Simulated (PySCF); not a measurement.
FCuN, quartet: data card

Level of theory: UPBE0 in PySCF with Cu def2-TZVP, N def2-TZVP, F def2-TZVP; no relativity; density-fitted integrals.

The structure is a minimum.

Z-matrix (Å, degrees; charge 0 multiplicity 4):
```
Cu
N  1 1.7352
F  1 1.7612 2 180.00
```

| Property | Result |
| --- | --- |
| Point group | C∞v |
| Bond lengths | Cu–F 1.761 Å, Cu–N 1.735 Å |
| Bond angles | F–Cu–N 180.0° |
| Dipole moment | 3.30 D |
| Atomisation energy without zero-point energy | 511 kJ/mol |
| Entropy at 298.15 K and 1 bar (electronic part: spin only) | 273.7 J/(mol K) |
| Lowest empty level (β) | -5.31 eV |
| Enthalpy at 298.15 K above 0 K | 13.09 kJ/mol |
| Rotational symmetry number | 1 |
| Highest occupied level (β) | -8.97 eV |
| Spin squared ⟨S²⟩ | 3.761 |
| Principal quadrupole moments (Buckingham, traceless) about the centre of mass | -9.52, 4.76, 4.76 D Å |
| Zero-point energy | 8.9 kJ/mol |
| Rotational constants | 0.1682 cm⁻¹ |
| Heat capacity Cp at 298.15 K | 53.5 J/(mol K) |
| Principal polarisabilities | 17.8, 17.8, 55.1 bohr³ |

Harmonic modes (masses in u: Cu 62.930, N 14.003, F 18.998):
```json
{"symmetry": "π", "ω (cm⁻¹)": "125", "IR (km/mol, summed over degenerate members)": "46.8"}
{"symmetry": "σ+", "ω (cm⁻¹)": "547", "IR (km/mol, summed over degenerate members)": "27.8"}
{"symmetry": "σ+", "ω (cm⁻¹)": "698", "IR (km/mol, summed over degenerate members)": "45.7"}
```

In C∞v the vibrations span π + 2σ+.

Charges (e):
```
atom  Mulliken  Löwdin  polar tensor  spin (Mulliken)  Mayer order to Cu1
 Cu1      0.66    0.35          0.84             0.58                   –
  N2     -0.14    0.03         -0.11             2.41                1.21
  F3     -0.52   -0.38         -0.73             0.01                0.79
```

Mulliken populations on Cu1: s 6.46, p 12.28, d 9.60, f 0.00.

Outer orbital energies (eV). α occupied: -11.08, -11.08, -10.62, -10.52, -10.52, -9.40, -8.98, -8.98; empty: -0.55, 2.39, 2.39, 3.78. β occupied: -11.81, -11.35, -11.35, -10.70, -10.70, -9.09, -9.09, -8.97; empty: -5.31, -3.70, -3.70, 0.11.

Formally Cu is in oxidation state +4, d7, with 3 unpaired electrons (the high-spin count). The Mulliken spin on Cu is 0.58, so most of the spin sits on the ligands and the formal count fails. The polar-tensor charge on Cu, 0.84, is far below the formal one.

Other isomers or separated fragments may lie lower. Open d and f shells are described by one determinant, and the ground state may have another occupation or spin.

The final relaxation and frequency run took 22 s on 4 threads of a shared Arm Neoverse V2 host, with 107 basis functions and 10 gradients; the process peaked at 0.99 GiB.
